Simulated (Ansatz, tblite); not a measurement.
Cost and result up the ladder for BMe2(CN) (C3H6BN) (11 atoms). Total charge 0; singlet. Geometry: PBE-D4/def2-SVP.

```csv
atom,x (Å),y (Å),z (Å)
B1,-0.0298,0.1356,-0.1935
C2,-1.2812,-0.6132,0.3788
H3,-1.8369,0.1508,0.9764
H4,-1.0332,-1.4406,1.0720
H5,-1.9987,-0.9557,-0.3934
C6,1.4066,0.0515,0.4260
H7,1.9572,-0.6930,-0.2002
H8,1.4273,-0.3299,1.4655
H9,1.9924,0.9889,0.3448
C10,-0.2266,1.0192,-1.4604
N11,-0.3771,1.6864,-2.4160
```

Ansatz on 4 threads of Arm Neoverse V2 on a shared host; xTB runs through tblite on one thread. Times are rough, summed over both states, and most runs start from the orbitals of an earlier one. PBE0-D4/def2-TZVP serves as the yardstick here, not as an exact answer. The other state is a doublet.

The xTB rows come from tblite.

Raw xTB energies of ions are shifted by several eV.

```
                          level  functions  wall time  vertical IE (eV)  difference from PBE0-D4/def2-TZVP (eV)
                       GFN2-xTB         26    0.006 s             14.38                                    3.11
                       GFN1-xTB         32    0.009 s             15.73                                    4.46
               PBE-D4/def2-TZVP        191      3.9 s             10.90                                   -0.37
PBE0-D4/def2-TZVP (with forces)        191      6.3 s             11.27                                    0.00
            r2SCAN-D4/def2-TZVP        191      9.1 s             11.02                                   -0.25
```
